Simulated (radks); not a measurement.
All-electron atom: N III in [He] 2s2 2p1. All-electron calculation, Dirac Kohn-Sham, PBE, spin-unpolarised, spherical densities, point nucleus; open shells fill j = l - 1/2 first. Program: a radial shooting solver on a logarithmic mesh with Libxc functionals.

Unscreened Slater integrals over Kohn-Sham orbitals (cm^-1). Large and small components are both included. Empty in this configuration: 2p3/2.

integral          value
F0(2p1/2,2p1/2)  176590
F0(2p1/2,2s1/2)  172280
G1(2p1/2,2s1/2)  105250
F0(2p1/2,1s1/2)  247170
G1(2p1/2,1s1/2)   29762
F0(2p1/2,2p3/2)  176520
G2(2p1/2,2p3/2)   82075
F0(2s1/2,2s1/2)  169740
F0(2s1/2,1s1/2)  238730
G0(2s1/2,1s1/2)   19008
F0(2s1/2,2p3/2)  172220
G1(2s1/2,2p3/2)  105240
F0(1s1/2,1s1/2)  902190
F0(1s1/2,2p3/2)  246930
G1(1s1/2,2p3/2)   29716
F0(2p3/2,2p3/2)  176450
F2(2p3/2,2p3/2)   82069
